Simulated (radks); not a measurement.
Results of a calculation; reference values are marked as such.
How relativity changes the ionisation of the beryllium ion Be+ ([He] 2s1) to Be2+ ([He]). Spin-unpolarised spherical Kohn-Sham, LDA (Slater exchange, Perdew-Wang correlation), point nucleus unless stated (finite: rms radius 2.519 fm), a radial shooting solver on a logarithmic mesh with Libxc functionals. A level marked "c x" has the speed of light scaled by that factor.

level,E(Be+) (hartree),E(Be2+) (hartree),IE (eV),HOMO,<r> HOMO (bohr)
non-rel.,-14.09693,-13.44391,17.770,2s,2.299
scalar-rel.,-14.09970,-13.44656,17.773,2s,2.299
"scalar-rel., finite nucleus",-14.09970,-13.44656,17.773,2s,2.299
Dirac,-14.09970,-13.44656,17.773,2s1/2,2.299
"Dirac, finite nucleus",-14.09970,-13.44656,17.773,2s1/2,2.299
"Dirac, c x 0.75",-14.10186,-13.44863,17.775,2s1/2,2.298
"Dirac, c x 1.5",-14.09816,-13.44509,17.771,2s1/2,2.299
"Dirac, c x 2",-14.09762,-13.44457,17.770,2s1/2,2.299

NIST Atomic Spectra Database: 18.211 eV (measured). The relativistic part of the total energy of Be+ is -0.002772 hartree (Dirac, finite nucleus), 0.02 % of the non-relativistic value. Spin polarisation and multiplet splitting of open shells are left out at every level.

Beside tabulated values, note that spin-unpolarised runs miss the spin-polarisation part of the exchange energy of open shells.
